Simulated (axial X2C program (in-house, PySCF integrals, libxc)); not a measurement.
**Nuclear properties of HSnH⁻**

Calculated with an in-house all-electron X2C program for linear molecules (integrals from PySCF): two-component X2C with atomic mean-field Coulomb and Gaunt terms, Gaussian nuclei, basis H dyall-v3z, Sn dyall-v3z with contracted cores.

H–Sn–H held linear, with bonds 1.918 and 1.918 Å (near the PBE0 minimum at charge -1 of the determinant lowest at the starting distance; the state shown can have its own minimum elsewhere, held linear; other orders of the atoms were not compared).

Input and command:
```json
{"zs": [1, 50, 1], "q": -1, "bas": ["dyall-v3z", "dyall-v3z", "dyall-v3z"], "r0": [1.72, 1.72], "symm": 1, "scan": ["PBE0", "HF", "TPSSh"], "levels": ["PBE0", "HF", "TPSSh"], "nst": 2}
```
```bash
python solin.py task.json out
```

Keys: zs atomic numbers; q charge; bas basis sets; r0 starting distance in Å; symm equal bonds; scan levels of the two-bond scan; levels methods; nst determinants followed.

Determinant lowest in the PBE0 search, Ω = 3/2 (⟨Sz⟩ = 1.50, ⟨Lz⟩ = 0.00 at PBE0), spin on the atoms H 0.22, Sn 1.07, H 0.22:

| level | A∥/gI H (MHz) | qzz H (a.u.) | A∥/gI Sn (MHz) | qzz Sn (a.u.) |
| --- | --- | --- | --- | --- |
| PBE0 | 32.1 | 0.05 | 885 | -0.89 |
| HF | 35 | 0.05 | 982 | -0.75 |
| TPSSh | 33.9 | 0.05 | 885 | -0.73 |

A∥ (defined per Ω) follows by multiplying with gI = μI/(I μN); qzz is the electric field gradient, eQq0 = 234.96 MHz × Q/barn × qzz. The operators were transformed with the bare-nucleus X2C matrices; with these basis sets, hyperfine constants and field gradients can be off by tens of per cent, and where levels differ in sign neither size nor sign is settled.

(1) With gI(1H) = 5.5857, gI(119Sn) = -2.0946 (g factors from the IAEA table of nuclear moments by Stone), turn the PBE0 values of the first state into constants in MHz.

The molecule was held linear; bending was not examined, so a bent shape may lie lower.

Each state is one determinant with collinear spin, which with several unpaired electrons need not be a pure state. Unrestricted Hartree–Fock can overshoot spin polarisation at the nuclei. For an anion, determinants above electron detachment, or with a positive highest level, are held by the basis set. This is the top spin component of a Σ state; components of lower Ω are not single determinants and can lie lower. With several open shells hyperfine constants can be off by a factor of several. States lie within half an eV, so the first need not be the ground state. Further determinants of the search, some of them spin-mixed, are not shown.

Answers

(1) A∥(1H) = 32.1 × 5.5857 = 179 MHz; A∥(119Sn) = 885 × -2.0946 = -1850 MHz.
